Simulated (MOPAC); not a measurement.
MOPAC input (AM1):

```
AM1 1SCF UHF MS=0.5 GEO-OK AUX(PRECISION=9) THREADS=1
H4BN2O

N     1.34124600 1   -0.63112100 1    0.03977900 1
B     0.02705800 1    0.00406300 1    0.00419300 1
N    -1.17150600 1   -0.72202300 1    0.15891400 1
O    -0.05513700 1    1.35339300 1   -0.26907400 1
H     1.57586900 1   -1.09217500 1    0.91983700 1
H    -2.06291200 1   -0.31699700 1   -0.07307600 1
H    -1.20102400 1   -1.70756300 1    0.34658700 1
H     0.80569000 1    1.74128500 1   -0.45257300 1
```

Output:

```
 *******************************************************************************
 **                                                                           **
 **                              MOPAC v23.2.5                                **
 **                                                                           **
 *******************************************************************************
 ** MOPAC's Digital Object Identifier: https://doi.org/10.5281/zenodo.6511958 **
 **                                                                           **
 ** Please cite the open-source release paper for use of this MOPAC version:  **
 ** J. E. Moussa and J. J. P. Stewart (2026)                                  **
 ** MOPAC: An open-source semiempirical molecular orbital program             **
 ** J. Open Source Softw., 11(119), 8025, https://doi.org/10.21105/joss.08025 **
 *******************************************************************************

                              AM1 CALCULATION RESULTS

 *******************************************************************************
 *  AM1        - The AM1 Hamiltonian to be used
 *  GEO-OK     - OVERRIDE INTERATOMIC DISTANCE AND OTHER SAFETY CHECKS
 *  UHF        - UNRESTRICTED HARTREE-FOCK CALCULATION
 *  MS=        - IN MECI, MAGNETIC COMPONENT OF SPIN =  0.5
 *  1SCF       - DO 1 SCF AND THEN STOP
 *  AUX        - OUTPUT AUXILIARY INFORMATION
 *******************************************************************************
AM1 1SCF UHF MS=0.5 GEO-OK AUX(PRECISION=9) THREADS=1
 H4BN2O

   ATOM   CHEMICAL          X               Y               Z
  NUMBER   SYMBOL      (ANGSTROMS)     (ANGSTROMS)     (ANGSTROMS)

     1       N          1.34124600  *  -0.63112100  *   0.03977900  *
     2       B          0.02705800  *   0.00406300  *   0.00419300  *
     3       N         -1.17150600  *  -0.72202300  *   0.15891400  *
     4       O         -0.05513700  *   1.35339300  *  -0.26907400  *
     5       H          1.57586900  *  -1.09217500  *   0.91983700  *
     6       H         -2.06291200  *  -0.31699700  *  -0.07307600  *
     7       H         -1.20102400  *  -1.70756300  *   0.34658700  *
     8       H          0.80569000  *   1.74128500  *  -0.45257300  *

          CARTESIAN COORDINATES

    NO.       ATOM           X           Y           Z

     1         N          1.3412     -0.6311      0.0398
     2         B          0.0271      0.0041      0.0042
     3         N         -1.1715     -0.7220      0.1589
     4         O         -0.0551      1.3534     -0.2691
     5         H          1.5759     -1.0922      0.9198
     6         H         -2.0629     -0.3170     -0.0731
     7         H         -1.2010     -1.7076      0.3466
     8         H          0.8057      1.7413     -0.4526

  H: (AM1): M.J.S. DEWAR ET AL, J. AM. CHEM. SOC. 107 3902-3909 (1985)
  B: (AM1): M.J.S. DEWAR ET AL, ORGANOMETALLICS, 7, 513-521 (1988)
  N: (AM1): M.J.S. DEWAR ET AL, J. AM. CHEM. SOC. 107 3902-3909 (1985)
  O: (AM1): M.J.S. DEWAR ET AL, J. AM. CHEM. SOC. 107 3902-3909 (1985)

           Empirical Formula: H4 N2 O B  =     8 atoms

      MOLECULAR POINT GROUP   :   C1

          UHF CALCULATION, NO. OF ALPHA ELECTRONS =   12
                           NO. OF BETA  ELECTRONS =   11

 -------------------------------------------------------------------------------
 AM1 1SCF UHF MS=0.5 GEO-OK AUX(PRECISION=9) THREADS=1
 H4BN2O

     1SCF WAS SPECIFIED, SO BFGS WAS NOT USED
     SCF FIELD WAS ACHIEVED

                              AM1 CALCULATION
                                                       MOPAC v23.2.5 Linux

          FINAL HEAT OF FORMATION =        -79.70341 KCAL/MOL =    -333.47907 KJ/MOL

          COSMO AREA              =         93.82 SQUARE ANGSTROMS
          COSMO VOLUME            =         75.46 CUBIC ANGSTROMS

          IONIZATION POTENTIAL    =         10.436313 EV
          ALPHA SOMO LUMO (EV)    =        -10.513  2.162
          BETA  SOMO LUMO (EV)    =        -10.436  0.409
          NO. OF ALPHA ELECTRONS  =         12
          NO. OF BETA  ELECTRONS  =         11
          MOLECULAR WEIGHT        =         58.8544         POINT GROUP:  C1

          MOLECULAR DIMENSIONS (Angstroms)

            Atom       Atom       Distance
            H     8    H     7     4.06941
            H     6    H     5     3.73355
            N     1    H     6     0.62500

          SCF CALCULATIONS        =          1

   ATOM   CHEMICAL          X               Y               Z
  NUMBER   SYMBOL      (ANGSTROMS)     (ANGSTROMS)     (ANGSTROMS)

     1       N          1.34124600  *  -0.63112100  *   0.03977900  *
     2       B          0.02705800  *   0.00406300  *   0.00419300  *
     3       N         -1.17150600  *  -0.72202300  *   0.15891400  *
     4       O         -0.05513700  *   1.35339300  *  -0.26907400  *
     5       H          1.57586900  *  -1.09217500  *   0.91983700  *
     6       H         -2.06291200  *  -0.31699700  *  -0.07307600  *
     7       H         -1.20102400  *  -1.70756300  *   0.34658700  *
     8       H          0.80569000  *   1.74128500  *  -0.45257300  *

                             CARTESIAN COORDINATES

   1    N        1.341246000    -0.631121000     0.039779000
   2    B        0.027058000     0.004063000     0.004193000
   3    N       -1.171506000    -0.722023000     0.158914000
   4    O       -0.055137000     1.353393000    -0.269074000
   5    H        1.575869000    -1.092175000     0.919837000
   6    H       -2.062912000    -0.316997000    -0.073076000
   7    H       -1.201024000    -1.707563000     0.346587000
   8    H        0.805690000     1.741285000    -0.452573000

           Empirical Formula: H4 N2 O B  =     8 atoms

      MOLECULAR POINT GROUP   :   C1

          ALPHA EIGENVALUES
 -37.33244 -33.55620 -31.44051 -20.86848 -18.07884 -16.61346 -15.94684 -14.47329
 -13.44991 -11.88421 -11.65524 -10.51256   2.16157   2.90101   4.13871   4.61625
   5.35085   5.95280   7.51951   7.97312

           BETA EIGENVALUES
 -37.21956 -33.28611 -29.35769 -20.77383 -17.85945 -16.40187 -15.88531 -14.07058
 -13.31407 -10.98256 -10.43631   0.40870   2.36433   3.10240   4.48268   4.77026
   5.69826   5.96796   7.64018   8.10637

              NET ATOMIC CHARGES AND DIPOLE CONTRIBUTIONS

  ATOM NO.   TYPE          CHARGE      No. of ELECS.   s-Pop       p-Pop
    1          N          -0.235432        5.2354     1.76030     3.47514
    2          B           0.188227        2.8118     1.10206     1.70971
    3          N          -0.437967        5.4380     1.45316     3.98480
    4          O          -0.316531        6.3165     1.84047     4.47606
    5          H           0.145430        0.8546     0.85457
    6          H           0.211323        0.7887     0.78868
    7          H           0.209152        0.7908     0.79085
    8          H           0.235798        0.7642     0.76420
 DIPOLE           X         Y         Z       TOTAL
 POINT-CHG.    -0.231    -0.649     0.438     0.816
 HYBRID        -0.249    -0.358     0.635     0.770
 SUM           -0.480    -1.008     1.073     1.548

          ATOMIC ORBITAL ELECTRON POPULATIONS

     Atom    s        px        py        pz
    1  N   1.76030   1.18873   1.01289   1.27351
    2  B   1.10206   0.65784   0.63904   0.41282
    3  N   1.45316   1.10863   1.13295   1.74323
    4  O   1.84047   1.35680   1.29757   1.82169
    5  H   0.85457
    6  H   0.78868
    7  H   0.79085
    8  H   0.76420

                    (SZ)    =    0.500000
                    (S**2)  =    0.754966

          ATOMIC ORBITAL SPIN POPULATIONS

    Atom   Total    s     px     py     pz
         Atomic
    1  N  1.0434  0.028  0.193  0.713  0.109
    2  B -0.0513 -0.013 -0.020 -0.012 -0.006
    3  N  0.0289  0.003  0.008  0.001  0.017
    4  O  0.0185  0.000  0.007  0.006  0.006
    5  H -0.0354 -0.035
    6  H -0.0010 -0.001
    7  H -0.0014 -0.001
    8  H -0.0018 -0.002

 **********************
 *                    *
 * JOB ENDED NORMALLY *
 *                    *
 **********************

 == MOPAC DONE ==
```

The geometry given is a B3LYP-D3(BJ)/def2-TZVP minimum.
